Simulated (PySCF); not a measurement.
C6H9FNO (doublet state).
Structure used (GFN2-xTB), in Å, numbered top down from 1:
```xyz
18
C6H9FNO angstrom
C     -2.2746    0.4126    0.1351
C     -1.2166   -0.5143    0.7476
C     -0.0092   -0.6177   -0.1068
N      0.0378   -1.5508   -1.1600
O      1.3059   -1.4387   -1.7744
C      1.9276   -0.3548   -1.1860
C      1.1421    0.1597   -0.1786
C      1.4808    1.3312    0.6789
F      2.8344    1.4015    0.9042
H     -3.1487    0.4661    0.7795
H     -1.8712    1.4144    0.0093
H     -2.5789    0.0374   -0.8381
H     -1.6511   -1.5087    0.8799
H     -0.9310   -0.1320    1.7304
H     -0.1492   -2.5282   -0.9383
H      2.8990   -0.1050   -1.5495
H      1.1967    2.2745    0.1961
H      0.9974    1.2590    1.6590
```

The hyperfine couplings belong to this conformer and change with its torsions.

As a line formula: `CC[C]1NOC=C1CF` [radical].

Computed, not measured: UKS B3LYP, pcH-1 on C F H N O, non-relativistic, mean-field spin-orbit, GIAO in PySCF 2.14.0. The structure is a single GFN2-xTB conformer in the gas phase; no vibrational or solvent corrections. Couplings are sensitive to structure, and on GFN2-xTB geometries they can be far from those on DFT ones. Stability of the SCF solution: not tested.

Q: What is the g tensor, term by term?

A: 
```csv
Δg (ppm),1,2,3
relativistic mass correction,-217,-217,-217
gauge correction,-5,37,41
orbital Zeeman/spin–orbit,-72,1722,2438
total,-295,1542,2262
```

So g = 2.00202, 2.00386, 2.00458 and g_iso = 2.00349; the tensor is rhombic: the two nearest values differ by 28 % of g3 − g1. Axes: g3 points within 12° of the C6–H16 bond.

Q: What are the electron Larmor frequencies g μB B/h along the three axes at 340 mT?

A: 9.5271, 9.5358, 9.5392 GHz for g1, g2 and g3, a range of 12.2 MHz.

Q: At 9.742 GHz, how far is the centre of the isotropic spectrum from where a free electron (g = 2.002319) resonates?

A: B = hν/(g μB) with μB/h = 13.99624 MHz/mT gives 347.62 mT for the free electron and 347.42 mT at g_iso, 0.20 mT lower.

Q: In a frozen sample, at which fields do the three g values resonate at 9.5, 34, 94 and 263 GHz (hyperfine left aside), and which band first spreads them over more than twice a line width of 0.5 mT?

A: 
| band | GHz | B(g3) mT | B(g2) mT | B(g1) mT | spread mT |
| --- | --- | --- | --- | --- | --- |
| X | 9.5 | 338.60 | 338.72 | 339.03 | 0.43 |
| Q | 34.0 | 1211.84 | 1212.27 | 1213.38 | 1.55 |
| W | 94.0 | 3350.37 | 3351.57 | 3354.65 | 4.28 |
| J | 263.0 | 9373.91 | 9377.27 | 9385.88 | 11.97 |

The spread grows in proportion to the frequency. Q band is the first where it exceeds 1.0 mT.

The largest Mulliken spin populations are on C6 (+0.49), C3 (+0.46), C7 (-0.19) and O5 (+0.12). The positive populations add up to 1.27 and the negative ones to -0.27, together 2S = 1.

The HOMO–LUMO gaps are 4.04 eV among the α and 6.28 eV among the β orbitals.

The run took 90 s (grids of density and orbitals included) on one thread of an Arm Neoverse V2, shared host with 96 logical CPUs at a one-minute load of 57, and the process peaked at 1.2 GiB of memory.
